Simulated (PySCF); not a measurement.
GeF₃I, SMILES [Ge]([I])([F])([F])[F].

Coordinates come from a B3LYP-D3(BJ)/def2-SVP optimisation. The def2 effective core potentials stand for the cores of I; spin–orbit coupling is left out.

Method: PBE/def2-TZVP (PySCF).

Isolated molecule, no solvent.

Computed frontier levels, gap, dipole moment and polarisability:
highest occupied level: -7.71 eV
lowest empty level: -3.52 eV
orbital gap: 4.19 eV
dipole moment: 2.41 D
quadrupole, principal values (traceless, Buckingham form, about the centre of nuclear charge): -1.67, -1.67, 3.35 D·Å
mean static polarisability: 57.0 bohr³ (8.45 Å³)
polarisability, principal values: 47.3, 47.3, 76.4 bohr³
